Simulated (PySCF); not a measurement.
Species: C2H7NOSi.
Geometry (PBE0-D3(BJ)/def2-SVP, Å), atoms numbered from 1 in this order:
```
atom  x, y, z in Å
C1    -1.7624   -1.0477    0.5108
O2    -2.0572    0.3127    0.2877
C3    -1.0624    1.1070   -0.1260
N4     0.1335    0.8224   -0.3541
Si5    1.4515   -0.2662   -0.4411
H6    -0.9955   -1.1681    1.2930
H7    -1.4029   -1.5358   -0.4094
H8    -2.6963   -1.5210    0.8366
H9    -1.4701    2.1259   -0.2483
H10    1.1729   -1.6932   -0.0576
H11    2.5288    0.2359    0.4631
H12    1.9555   -0.2725   -1.8468
```

The closed-shell ground state was solved at several levels (PySCF, density fitting, gas phase, non-relativistic).

```tsv
level	basis functions	HOMO (eV)	LUMO (eV)	gap (eV)	dipole (D)
PBE/def2-SVPD	163	-5.85	-1.30	4.55	1.60
PBE0/pcSseg-2	285	-7.21	-0.22	6.99	1.65
LDA/def2-SVPD	163	-5.98	-1.52	4.46	1.58
PBE0/6-31G*	88	-6.96	0.19	7.15	1.69
B3LYP/def2-SVPD	163	-6.99	-0.49	6.50	1.59
PBE0/IGLO-III	254	-7.21	-0.24	6.97	1.62
LC-wPBE/def2-SVPD	163	-9.92	2.12	12.04	1.63
PBE0/STO-3G	36	-3.53	3.85	7.38	1.57
```

**Question.** What might PBE0/6-31G (63 basis functions) give for the same quantities?

**Answer.** HOMO -6.83 eV, LUMO 0.20 eV, gap 7.03 eV, dipole 1.78 D.

**Question.** Over all these levels, which gives the widest orbital gap and which the narrowest?

**Answer.** LC-wPBE/def2-SVPD (range-separated hybrid) has the widest, 12.04 eV, and LDA/def2-SVPD (LDA) the narrowest, 4.46 eV. The two share the basis. From the narrowest to the widest the HOMO moves by -3.94 eV and the LUMO by +3.64 eV.

**Question.** How much does the basis alone move the frontier levels among the 5 PBE0 rows (the withheld one included)?

**Answer.** The HOMO by 3.68 eV and the LUMO by 4.09 eV. By rising basis size (HOMO, LUMO in eV): STO-3G -3.53, 3.85; 6-31G -6.83, 0.20; 6-31G* -6.96, 0.19; IGLO-III -7.21, -0.24; pcSseg-2 -7.21, -0.22.

**Question.** How far do the dipole and the HOMO energy spread over the levels?

**Answer.** The dipole runs from 1.57 to 1.78 D (mean 1.63 D) and the HOMO from -9.92 to -3.53 eV.

One conformer stands for the species.
